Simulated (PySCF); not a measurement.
**Rh(38+): ionisation energy**

Rh(38+) [He] 2s2 2p3 [2p1/2^2 2p3/2^1, M_J = 3/2] → Rh(39+) [He] 2s2 2p2 [2p1/2^2, M_J = 0], as a difference of total energies. Computed with PySCF 2.14 in an uncontracted even-tempered set (17 s from 17 bohr⁻², ratio 2.4; 12 p from 23 bohr⁻², ratio 2.4; 5 d from 79 bohr⁻², ratio 2.6; 4 f from 120 bohr⁻², ratio 2.6), with the two-component X2C-1e Hamiltonian. Correlated levels: nothing frozen; the 32 highest virtual spinors dropped. "Screened" scales the spin-orbit matrix elements by Boettger's factors to mimic the two-electron term; Breit and QED terms are absent.

```csv
method,ionisation energy (eV)
GHF (spin-free),5675.1
GMP2 (spin-free),5674.9
GHF (screened spin-orbit),5602.2
GMP2 (screened spin-orbit),5601.6
```

For this ion Breit and QED terms and the two-electron picture change, all absent here, outweigh the correlation shift from GHF to GMP2.

The spin-free rows relax to the high-spin LS determinant and lack the spin-orbit shift.

The labels give the starting determinants; with spin-orbit coupling the two ends relaxed to ⟨J²⟩ = 3.75, ⟨L²⟩ = 2.22, ⟨S²⟩ = 1.66 and ⟨J²⟩ = 0.00, ⟨L²⟩ = 1.33, ⟨S²⟩ = 1.33.

For comparison: 5600 ± 40 eV (semi-empirical (NIST evaluation); NIST Atomic Spectra Database, ionization energies).
